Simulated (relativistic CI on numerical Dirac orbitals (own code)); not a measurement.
# What each ingredient does to the levels of Pd³⁰⁺

Base calculation: Dirac-Coulomb-Breit CI, KLI orbitals optimised for each configuration, a model potential for QED, unscaled Slater integrals.

Configuration list (outside the closed core [Ne]): 3s2 3p4, 3s 3p5, 3s2 3p3 3d, 3p6, 3s 3p4 3d, 3p5 3d, 3s 3p3 3d2, 3s2 3p2 3d 4p, 3p5 4s, 3s 3p3 3d 4s, 3s2 3p3 4s, 3p5 4p, 3s2 3p2 3d2, 3s2 3p 3d3, 3s 3p2 3d3, 3s2 3p 3d2 4s, 3p4 3d2, 3p3 3d3, 3p3 3d2 4s, 3s2 3p2 3d 4s, 3s 3p2 3d2 4s, 3s2 3p 3d 4s2. Double excitations out of closed p, d and f shells are left out; levels of such configurations are missing from the list, as are those of other unlisted configurations, and high levels can miss mixing partners.

The lowest level and the first level of each name with at least 55 % of one term (blank where a level has no safe partner in the second run):

| Level | Base (cm⁻¹) | Shift (cm⁻¹) |
| --- | --- | --- |
| 3s2 3p4 3P_2 | 0 | 0 |
| 3s2 3p4 3P_1 | 276759 | +9 |
| 3s2 3p4 1D_2 | 325423 | +13 |
| 3s 3p5 3P°_2 | 942029 | +1975 |
| 3s 3p5 3P°_0 | 1220073 | +2027 |
| 3s2 3p3 3d 3D°_1 | 1233097 | +2252 |
| 3s2 3p3 3d 3F°_3 | 1284930 | +2263 |
| 3s2 3p3 3d 3D°_3 | 1317293 | +2266 |
| 3s2 3p3 3d 3G°_4 | 1327506 | +2259 |
| 3s2 3p3 3d 3G°_5 | 1400171 | +2258 |
| 3s 3p4 3d 5D_3 | 1904217 | +3966 |
| 3s 3p4 3d 5D_4 | 1930766 | +3965 |
| 3s 3p4 3d 5F_5 | 2015223 | +3967 |

At this charge energies of transitions that change n are usually good to better than 1 %, and those within a shell (Δn = 0) to a few per cent.

(1) One thing was changed in a second run, which moved the levels as shown. Which?
A. one mean potential for all configurations
B. configuration mixing switched off
C. P86 correlation estimate
D. QED terms removed
E. Breit term removed

Answers

(1) C. P86 correlation estimate. A correlation estimate moves all levels of a configuration together before mixing; mixed levels move by a weighted share.

LS names give the leading component of a level, which can be under half, so a name can repeat, a term be missing and a line seem to break the LS rules.
